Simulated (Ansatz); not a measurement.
`CO[Si](C)(N)Cl` + `N[SiH3]` → `CN[SiH3]` + `CO[SiH](N)Cl`  (substitution at a C–Si bond)

Calculated with Ansatz (gas phase, PBE0-D4/def2-TZVP geometries, no zero-point term in ΔE). CCSD(T)/CBS adds triple-zeta CCSD(T) − MP2 to the extrapolated MP2 energy (def2 sets, frozen cores). This one scheme is used for every species. Functionals use def2-TZVPP. One conformer a species, not always the lowest.

| species | ωB97M-V energy (Eh) |
| --- | --- |
| `CO[Si](C)(N)Cl` | -960.82930 |
| `N[SiH3]` | -347.24427 |
| `CN[SiH3]` | -386.53441 |
| `CO[SiH](N)Cl` | -921.50182 |

(1) Work out ΔE.

Largest T1 diagnostic among the species: 0.010.

## Answers

(1) ΔE = (-386.53441) + (-921.50182) − (-960.82930) − (-347.24427) = 0.03734 Eh = +98.0 kJ/mol. CCSD(T)/CBS gives +97.0 kJ/mol.

In def2-TZVPP, CCSD(T) changes the Hartree–Fock value by +9.8 kJ/mol (the triples alone add +1.0 kJ/mol) and MP2 by +14.0 kJ/mol. The D4 term adds +4.4 kJ/mol with B3LYP and +2.7 kJ/mol with PBE0; it sums over pairs of atoms, weighted by their polarisabilities, and B3LYP, whose exchange is more repulsive, gets the larger term.

B3LYP here is the variant with VWN-RPA as its local correlation; programs differ in this.
